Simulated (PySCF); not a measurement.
## Spinor energies of Kr¹⁸⁺ (krypton, charge +18)

Start: [Ar]. Calculated with PySCF 2.14 in an even-tempered Gaussian basis (19 s from 1.9 bohr⁻², ratio 2.4; 14 p from 2.4 bohr⁻², ratio 2.4; 5 d from 12 bohr⁻², ratio 2.6; 4 f from 18 bohr⁻², ratio 2.6): generalised Hartree-Fock with the X2C-1e Hamiltonian and a Gaussian nucleus; one run each with spin-orbit coupling (SO) switched off, then screened by Boettger's factors.

```csv
spinor shell,electrons,"ε, spin-free (eV)","ε, screened SO (eV)",weight of nominal j (screened SO),"rms radius, screened SO (bohr)"
1s1/2,2,-15088.7,-15088.3,1.000,0.0478
2s1/2,2,-2641.5,-2641.4,1.000,0.197
2p1/2,2,-2410.5,-2447.9,1.000,0.172
2p3/2,4,-2410.5,-2392.6,1.000,0.176
3s1/2,2,-870.65,-870.62,1.000,0.503
3p1/2,2,-789.28,-796.91,1.000,0.496
3p3/2,4,-789.28,-785.63,1.000,0.503
```

```
   quantity    spin-free  screened SO
E (hartree)  -2613.81655  -2613.99507
        M_J            0            0
       ⟨J²⟩        0.000        0.000
       ⟨L²⟩        0.000        0.003
       ⟨S²⟩        0.000        0.003
```

Without spin-orbit coupling the j labels of p, d and f shells carry no meaning; the spin-free column gives the mean over the occupied spinors of each nl shell.
